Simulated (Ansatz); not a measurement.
Coupled-cluster diagnostics for TaS₂ (the lowest doublet isomer of a short search), Ansatz.

Geometry of the doublet (r2SCAN-D4/def2-TZVP):

| atom | x (Å) | y (Å) | z (Å) |
| --- | --- | --- | --- |
| Ta1 | 0.4676 | 0.5753 | -0.4088 |
| S2 | 1.1799 | -1.2816 | 0.4225 |
| S3 | -1.6475 | 0.7063 | -0.0137 |

In the def2 sets Ta takes a core potential; there is no spin–orbit coupling. Correlated methods freeze 10 core orbitals; core or outer-core shells of Ta are correlated, in sets that lack core-valence functions. The structure comes from a short search, and lower isomers may exist.

Geometry of the charge 0 quartet (r2SCAN-D4/def2-TZVP):

Cartesian coordinates in Å:
```
Ta 0.0920 -0.9106 0.1229
S -0.3602 0.1963 -1.7456
S 0.2682 0.7143 1.6227
```

Question: Estimate the CCSD(T) correlation energy, the shares of MP2 and (T), T1 and the reference's ⟨S²⟩ for: charge 0, doublet, own geometry in def2-TZVPP; charge 0, doublet, own geometry in def2-TZVPD; charge 0, quartet, own geometry in def2-TZVPP; charge 1, singlet, vertical in def2-TZVPP; charge -1, singlet, vertical in def2-TZVPD; and the rough time on 4 threads of Arm Neoverse V2 on a shared host.

Answer: 
```json
{"state": "charge 0, doublet, own geometry", "basis": "def2-TZVPP", "correlation (eV)": "-20.954", "MP2 share (%)": "94.0", "(T) share (%)": "6.6", "T1": "0.039", "⟨S²⟩ (pure)": "0.90 (0.75)", "wall time": "10 s", "remarks": "spin-contaminated (⟨S²⟩ 0.90)"}
{"state": "charge 0, doublet, own geometry", "basis": "def2-TZVPD", "correlation (eV)": "-19.373", "MP2 share (%)": "93.9", "(T) share (%)": "6.5", "T1": "0.039", "⟨S²⟩ (pure)": "0.91 (0.75)", "wall time": "9.5 s", "remarks": "spin-contaminated (⟨S²⟩ 0.91)"}
{"state": "charge 0, quartet, own geometry", "basis": "def2-TZVPP", "correlation (eV)": "-19.882", "MP2 share (%)": "91.2", "(T) share (%)": "6.0", "T1": "0.038", "⟨S²⟩ (pure)": "3.91 (3.75)", "wall time": "11 s", "remarks": "spin-contaminated (⟨S²⟩ 3.91)"}
{"state": "charge 1, singlet, vertical", "basis": "def2-TZVPP", "correlation (eV)": "-21.075", "MP2 share (%)": "96.1", "(T) share (%)": "7.1", "T1": "0.031", "⟨S²⟩ (pure)": "0.00 (0.00)", "wall time": "4.2 s", "remarks": "restricted SCF unstable"}
{"state": "charge -1, singlet, vertical", "basis": "def2-TZVPD", "correlation (eV)": "-20.443", "MP2 share (%)": "93.9", "(T) share (%)": "6.7", "T1": "0.026", "⟨S²⟩ (pure)": "0.00 (0.00)", "wall time": "3.8 s", "remarks": "restricted SCF unstable"}
```
Customary marks for T1 are 0.02 (closed shells), 0.045 (open shells) and about 0.05 (3d metals). T1 exceeds 0.02 in 5 of 5 rows and 0.045 in 0; the higher it lies, the less the single-reference result can be trusted.
